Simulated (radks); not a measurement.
The numbers below are computed, except where a source is named.
Polarisability of the silver ion Ag3+, [Kr] 4d8, at imaginary frequency. Level of theory: non-relativistic Kohn-Sham, LDA (Slater exchange, VWN5 correlation), spin-polarised, spherical densities, point nucleus; open shells are filled with parallel spins first (spin-orbit coupling, left out, can overturn this in heavy ions); relativity is left out, which matters for an element this heavy (a radial shooting solver on a logarithmic mesh with Libxc functionals). Response by self-consistent Sternheimer equations with the Hartree and adiabatic LDA kernel.

w (hartree),alpha1(iw) (bohr^3)
0.00266,3.970
0.0143,3.970
0.0360,3.967
0.0697,3.957
0.118,3.933
0.186,3.880
0.280,3.774
0.413,3.581
0.605,3.260
0.892,2.781
1.35,2.150
2.12,1.425
3.59,0.7432
6.94,0.2760
17.5,0.06460

Static values: alpha1 = 3.970 bohr^3 (0.5884 angstrom^3; uncoupled 5.871). C6 = 17.86, triple-dipole C9 = 49.95 atomic units. One-pole (London) frequency 4 C6 / (3 alpha1^2) = 1.510 hartree, against 1.607 for minus the highest occupied eigenvalue. The dipole shielding factor is 0.937, as the force sum rule N/Z = 0.936 demands.
